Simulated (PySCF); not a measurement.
**Electron correlation in Pb⁶⁴⁺ (lead, charge +64)**

[Ar], closed-shell 1S. All numbers are calculated (PySCF 2.14, the non-relativistic Hamiltonian (point nucleus), in an even-tempered Gaussian basis (16 s from 19 bohr⁻², ratio 2.5; 10 p from 25 bohr⁻², ratio 2.5; 4 d from 100 bohr⁻², ratio 2.7; 4 f from 150 bohr⁻², ratio 2.7)). Frozen: 1s2; 16 electrons correlated; the 17 highest virtual orbitals of each spin left out.

```tsv
level	correlation energy (mhartree)
CCSD	-642.48
(T)	-0.67
CCSD(T)	-643.15
```

Diagnostics: T1 = 0.00014, D1 = 0.0003, largest double amplitude 0.012.

A non-relativistic calculation at this Z misses sizeable relativistic shifts.

Cost of the coupled-cluster step: about 9 core-seconds, for 16 correlated electrons.

Iterations:

```
CC2 = 0
CCSD nocc = 8, nmo = 76
frozen orbitals [0, 77, 78, 79, 80, 81, 82, 83, 84, 85, 86, 87, 88, 89, 90, 91, 92, 93]
max_cycle = 100
direct = 0
conv_tol = 1e-08
conv_tol_normt = 1e-06
diis_space = 8
diis_start_cycle = 0
Init t2, MP2 energy = -15017.517270131  E_corr(MP2) -0.632922546289239
Init E_corr(CCSD) = -0.632922546289247
cycle = 1  E_corr(CCSD) = -0.641237410623878  dE = -0.00831486433  norm(t1,t2) = 0.00285665
cycle = 2  E_corr(CCSD) = -0.642340237564759  dE = -0.00110282694  norm(t1,t2) = 0.000368885
cycle = 3  E_corr(CCSD) = -0.642476755378668  dE = -0.000136517814  norm(t1,t2) = 4.94595e-05
cycle = 4  E_corr(CCSD) = -0.642475328457784  dE = 1.42692088e-06  norm(t1,t2) = 1.01836e-06
cycle = 5  E_corr(CCSD) = -0.642475240446322  dE = 8.80114613e-08  norm(t1,t2) = 2.56913e-08
cycle = 6  E_corr(CCSD) = -0.642475241722815  dE = -1.27649213e-09  norm(t1,t2) = 1.36689e-09
CCSD converged
E(CCSD) = -15017.52682282647  E_corr = -0.6424752417228146
CCSD(T) correction = -0.000673564122216427
```

At this charge a non-relativistic calculation is a model, useful for the Z dependence of the correlation energy.
